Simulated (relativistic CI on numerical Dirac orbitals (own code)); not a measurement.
**One change at a time: Rb³⁴⁺**

Base calculation: Dirac-Coulomb-Breit CI, orbitals from a KLI potential per configuration, a model potential for QED, unscaled Slater integrals.

Configuration list (outside the closed core 1s2): 2s, 2p, 3s, 3p, 3d, 4s, 4p, 4d, 4f, 5s, 5p, 5d, 5f, 5g, 6s, 6p, 6d. Levels of other configurations are missing.

The lowest level and the first level of each name with at least 55 % of one term (blank where a level has no safe partner in the second run):

```
     Level  Base (eV)  Shift (eV)
 2s 2S_1/2       0.00        0.00
2p 2P°_1/2      73.80       -1.68
2p 2P°_3/2     146.83       +0.22
 3s 2S_1/2    2444.74       +1.22
3p 2P°_1/2    2465.22       +0.75
3p 2P°_3/2    2486.86       +1.29
 3d 2D_3/2    2494.23       +1.66
 3d 2D_5/2    2501.03       +1.68
 4s 2S_1/2    3288.76       +1.50
4p 2P°_1/2    3297.19       +1.31
4p 2P°_3/2    3306.30       +1.53
 4d 2D_3/2    3309.37       +1.67
 4d 2D_5/2    3312.23       +1.69
4f 2F°_5/2    3312.40       +1.69
```

At this charge energies of transitions that change n are usually good to better than 1 %, and those within a shell (Δn = 0) to a few per cent.

One thing was changed in a second run, which moved the levels as shown. Which?
A. configuration mixing switched off
B. QED terms removed
C. Breit term removed

C. Breit term removed. The Breit term mainly narrows fine-structure intervals, so removing it widens them.
